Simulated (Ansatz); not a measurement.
Cost and result up the ladder for [9]cycloparaphenylene (C₅₄H₃₆) (90 atoms). The state is a singlet with charge 0. Geometry: PBE-D4/def2-SVP.

Cartesian coordinates in Å:
```
C 6.080 1.302 -2.293
C 5.574 0.809 -3.500
C 4.477 1.432 -4.146
C 4.071 2.688 -3.638
C 4.580 3.185 -2.435
C 5.519 2.447 -1.677
C 5.632 2.707 -0.223
C 5.675 1.604 0.662
C 5.303 1.734 2.001
C 4.872 2.974 2.531
C 5.041 4.109 1.700
C 5.405 3.979 0.356
C 4.030 2.993 3.753
C 3.957 1.883 4.630
C 2.840 1.671 5.442
C 1.746 2.570 5.439
C 1.943 3.798 4.760
C 3.049 3.999 3.931
C 0.396 2.115 5.848
C 0.173 0.988 6.678
C -1.050 0.308 6.669
C -2.115 0.717 5.829
C -1.954 1.957 5.166
C -0.736 2.635 5.175
C -3.206 -0.191 5.399
C -3.014 -1.594 5.405
C -3.760 -2.433 4.574
C -4.723 -1.910 3.675
C -5.072 -0.549 3.849
C -4.340 0.286 4.697
C -5.108 -2.631 2.438
C -6.177 -2.223 1.602
C -6.229 -2.593 0.253
C -5.215 -3.392 -0.332
C -4.272 -3.962 0.556
C -4.220 -3.593 1.900
C -4.936 -3.416 -1.787
C -4.042 -4.354 -2.358
C -3.377 -4.085 -3.556
C -3.586 -2.875 -4.262
C -4.665 -2.070 -3.820
C -5.314 -2.327 -2.610
C -2.550 -2.358 -5.190
C -1.524 -3.177 -5.725
C -0.318 -2.631 -6.178
C -0.082 -1.236 -6.129
C -1.185 -0.414 -5.801
C -2.384 -0.961 -5.341
C 1.277 -0.646 -6.100
C 2.321 -1.357 -5.462
C 3.448 -0.696 -4.966
C 3.591 0.707 -5.088
C 2.656 1.372 -5.919
C 1.525 0.713 -6.410
H 6.884 0.750 -1.784
H 5.995 -0.120 -3.914
H 3.236 3.223 -4.114
H 4.130 4.093 -2.005
H 5.865 0.597 0.262
H 5.216 0.821 2.606
H 4.817 5.113 2.092
H 5.453 4.880 -0.276
H 4.744 1.114 4.609
H 2.768 0.726 6.000
H 1.169 4.578 4.805
H 3.087 4.914 3.323
H 0.993 0.595 7.298
H -1.155 -0.600 7.282
H -2.753 2.334 4.513
H -0.628 3.518 4.530
H -2.185 -2.029 5.982
H -3.520 -3.506 4.554
H -5.856 -0.102 3.220
H -4.599 1.354 4.737
H -6.952 -1.548 1.996
H -7.044 -2.198 -0.373
H -3.472 -4.604 0.163
H -3.380 -3.960 2.507
H -3.787 -5.272 -1.808
H -2.594 -4.783 -3.887
H -4.941 -1.167 -4.383
H -6.050 -1.596 -2.244
H -1.642 -4.271 -5.726
H 0.482 -3.307 -6.516
H -1.055 0.678 -5.767
H -3.155 -0.275 -4.964
H 2.181 -2.420 -5.218
H 4.159 -1.264 -4.348
H 2.781 2.446 -6.129
H 0.784 1.282 -6.992
```

Ansatz on 4 threads of AMD EPYC 7R13 on a shared host and a share (37 GiB) of an NVIDIA H100 80GB HBM3. Times are rough, and most runs start from the orbitals of an earlier one. PBE0-D4/def2-SVP serves as the yardstick here, not as an exact answer. Differences are given only for rows in sets of like size (and for xTB, whose basis is part of the method), since another set adds its own error. Binding counts from free atoms at the same level (C triplet, H doublet; other spins of the atoms weren't run), without zero-point energy or a counterpoise term.

B3LYP takes the VWN-RPA correlation. Single mean-field runs in 6-31G, def2-SVP, def2-mTZVP are fitted with def2-universal-jkfit.

| level | functions | wall time | binding energy per atom (eV) | difference from PBE0-D4/def2-SVP (eV) |
| --- | --- | --- | --- | --- |
| HF/6-31G | 558 | 3.5 s | 3.79 | – |
| BLYP-D4/def2-SVP | 936 | 6.5 s | 5.50 | -0.10 |
| PBE0-D4/def2-SVP | 936 | 7.5 s | 5.60 | 0.00 |
| B3LYP-D4/6-31G | 558 | 7.5 s | 5.32 | – |
| BHLYP-D4/def2-SVP | 936 | 9.5 s | 5.31 | -0.29 |
| PBE-D4/def2-SVP (with forces) | 936 | 9.6 s | 5.72 | 0.12 |
| r2SCAN-D4/def2-mTZVP | 1134 | 11 s | 5.40 | – |
| r2SCAN-D4/def2-SVP (with forces) | 936 | 12 s | 5.53 | -0.08 |
